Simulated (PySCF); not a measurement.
## Telling isomers of C₈H₇F apart by NMR

Computed data (PySCF): geometry: GFN2-xTB, PBE0/pcSseg-1 with gauge-including orbitals. In vacuum, one conformer, averaged over atoms made equivalent by symmetry, fast rotation or ring inversion, non-relativistic Hamiltonian.

Scale: ¹H, ¹³C vs TMS (reference shieldings calculated alike). Splittings of carbon signals by F and P are missing where no couplings were computed. Where no couplings were computed, multiplicities follow the n + 1 count of equivalent neighbours, and m marks all less simple cases (inequivalent or close neighbours, rings, F or P nearby). Shifts are as computed. Against solution values, carbons near 30 ppm lie about +3 ppm off and those near 130 ppm about +5 ppm. Of 1211 compounds with measured shifts, 218 miss one by over three times the rms of a fit or turn the order of signals round; such compounds aren't used in these exercises.

(1) Tabulate the signals of `C#CC(F)=C1CC=CC1`, `C=C1C=C/C1=C/C=C\F`, `C#C/C(F)=C/C=C/C=C` and their relative energies.

(2) What is the quickest way to tell C#CC(F)=C1CC=CC1 from C#C/C(F)=C/C=C/C=C?

(3) What is the quickest way to tell C=C1C=C/C1=C/C=C\F from C#C/C(F)=C/C=C/C=C?

(4) What is the quickest way to tell C#CC(F)=C1CC=CC1 from C=C1C=C/C1=C/C=C\F?

Results:

(1) 
```tsv
SMILES	carbon types	δC	δH	E rel. (kcal/mol)
C#CC(F)=C1CC=CC1	3×C 3×CH 2×CH2	146.3, 142.3, 136.8, 136.7, 94.9, 80.1, 41.9, 41.0	6.01 (m, 1H), 6.01 (m, 1H), 3.56 (m, 2H), 3.46 (m, 2H), 3.19 (s, 1H)	0.0
C=C1C=C/C1=C/C=C\F	2×C 5×CH 1×CH2	159.2, 156.7, 155.9, 154.6, 148.8, 114.8, 112.8, 103.3	7.21 (m, 1H), 7.15 (m, 1H), 6.85 (m, 1H), 6.45 (m, 1H), 5.94 (m, 1H), 5.09 (m, 1H), 5.08 (m, 1H)	5.4
C#C/C(F)=C/C=C/C=C	2×C 5×CH 1×CH2	151.0, 145.7, 142.5, 132.7, 128.8, 128.2, 94.3, 82.0	6.90 (m, 1H), 6.73 (m, 1H), 6.43 (m, 1H), 6.16 (m, 1H), 5.67 (m, 1H), 5.61 (m, 1H), 3.17 (s, 1H)	12.0
```

Energies are electronic energies at PBE0/pcSseg-1 on these geometries, without zero-point or thermal terms, each for the one conformer computed, which needn't be the lowest.

(2) Both give the same number of carbon signals, but DEPT or the intensities differ. The first has an allylic sp3 CH2 at 41.9 ppm, the second a terminal =CH2 carbon at 128.2 ppm. Their most deshielded carbons lie at 146.3 and 151.0 ppm. In the proton spectra the most deshielded non-exchanging signals are 6.01 (m, 1H) and 6.90 (m, 1H).

(3) Both give the same number of carbon signals, with the same numbers of each carbon type, so the positions decide. The first has a terminal =CH2 carbon at 103.3 ppm, the second an alkyne carbon (C) at 82.0 ppm. Their most deshielded carbons lie at 159.2 and 151.0 ppm.

(4) Both give the same number of carbon signals, but DEPT or the intensities differ. The first has an alkyne carbon (C) at 80.1 ppm, the second a terminal =CH2 carbon at 103.3 ppm. Their most deshielded carbons lie at 146.3 and 159.2 ppm. In the proton spectra the most deshielded non-exchanging signals are 6.01 (m, 1H) and 7.21 (m, 1H).
